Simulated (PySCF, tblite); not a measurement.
Isomers of C6H9NOSi, one GFN2-xTB conformer each. Single-point energies are computed at PBE0/pcSseg-1 (PySCF, gas phase, no added dispersion term), electronic only.

Task: Rank them by PBE0/pcSseg-1 energy, lowest first (kcal/mol).
A. `[NH2:1][SiH2:2][O:3][c:4]1[cH:5][cH:6][cH:7][cH:8][cH:9]1` with H–N1–Si2–O3 -40° and -177°, N1–Si2–O3–C4 -58°, Si2–O3–C4–C5 4°
B. `[CH2:1]=[C:2]1[CH2:3][C@:4]([C:5]#[N:6])([CH2:7][OH:8])[SiH2:9]1` with C3–C4–C7–O8 62°, C4–C7–O8–H 60°
C. `[CH2:1]=[CH:2][CH:3]([CH:4]=[CH2:5])[O:6][SiH2:7][C:8]#[N:9]` with C1–C2–C3–C4 -117°, C2–C3–C4–C5 110°, C2–C3–O6–Si7 -61°, C3–O6–Si7–C8 57°

Result: A (0.0), C (64.2), B (80.7).

As drawn, the lowest has an aromatic ring, an N–H bond and an Si–O bond, which the highest lacks; the highest has a four-membered ring, a C≡N group and an O–H bond, which the lowest lacks. GFN2-xTB itself gives, in the same order: 0.0, 81.1, 100.2. Both levels put the same isomer lowest; measured from each level's own lowest isomer, the values differ by up to 19.5 kcal/mol (C=C1C[C@](C#N)(CO)[SiH2]1: 100.2 against 80.7).

Task: Which frontier levels, dipoles and rotational constants go with these structures?

Result: 
```tsv
SMILES	HOMO (eV, PBE0/pcSseg-1)	LUMO (eV)	dipole (D)	A, B, C (MHz)
N[SiH2]Oc1ccccc1	-6.60	-0.12	1.78	3601, 803.7, 693.9
C=CC(C=C)O[SiH2]C#N	-7.72	-1.05	3.18	2266, 882.8, 679.9
C=C1C[C@](C#N)(CO)[SiH2]1	-7.97	-1.02	3.72	2005, 1031, 905.5
```

Task: What happens when harmonic zero-point energies from GFN2-xTB frequencies are added?

Result: 
```json
{"SMILES": "N[SiH2]Oc1ccccc1", "ZPE (kcal/mol)": "84.2", "electronic (kcal/mol)": "0.0", "with ZPE (kcal/mol)": "0.0"}
{"SMILES": "C=CC(C=C)O[SiH2]C#N", "ZPE (kcal/mol)": "81.6", "electronic (kcal/mol)": "64.2", "with ZPE (kcal/mol)": "61.6"}
{"SMILES": "C=C1C[C@](C#N)(CO)[SiH2]1", "ZPE (kcal/mol)": "82.8", "electronic (kcal/mol)": "80.7", "with ZPE (kcal/mol)": "79.2"}
```

The zero-point energies span 2.6 kcal/mol. The order is unchanged.
